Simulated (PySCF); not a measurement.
Cost of one run: geometry optimisation, `[CH3][GaH][CH3]`.

Method: PBE0-D3(BJ)/def2-SVP geometry optimisation, gas phase (PySCF 2.14.0). Work: geometry optimisation from a GFN2-xTB start, density fitting. A driver script takes a list of jobs; this job's settings line and coordinates (Å) are shown.

Input:
```
{"job": {"xc": "PBE0", "basis": "def2-SVP", "d3": "d3bj", "grid": 1, "kind": "geom"}, "charge": 0, "multiplicity": 1}
C      1.732914     0.284284    -0.217808
Ga     0.038160    -0.701339     0.322008
C     -1.754969     0.180046     0.698943
H      2.635823    -0.220813     0.137362
H      1.726695     1.300705     0.189117
H      1.811128     0.369432    -1.306056
H      0.119850    -2.288675     0.459487
H     -2.591850    -0.508845     0.553171
H     -1.903088     1.042740     0.041577
H     -1.805780     0.547120     1.728436
```

Hardware: one thread, Arm Neoverse V1, no GPU (shared host).

**Question.** How large is the basis?

**Answer.** 95 functions.

**Question.** How long does the run take?

**Answer.** About 18 s. The run took 6 energy-and-gradient evaluations and 32 SCF cycles, 3.0 s an evaluation on average.

**Question.** At this speed, how long would 20000 such jobs take on 96 cores, one job a core?

**Answer.** 20000/96 gives 209 rounds of 18 s, about 63 min of wall time and 100 core-hours, if the jobs don't slow each other.

The output:
```
step   0  E = -2004.60939596  max force = 0.016120
step   1  E = -2004.61200508  max force = 0.006035
step   2  E = -2004.61224274  max force = 0.001541
step   3  E = -2004.61227625  max force = 0.000828
step   4  E = -2004.61229289  max force = 0.000276
step   5  E = -2004.61229490  max force = 0.000156
optimisation converged
```

Energies in Eh; «max force» is the largest Cartesian gradient component in Eh/bohr.

Times come from a shared host and carry two figures at best.

The run converged: final energy -2004.61229 Eh after 5 steps; dipole 0.67 D.
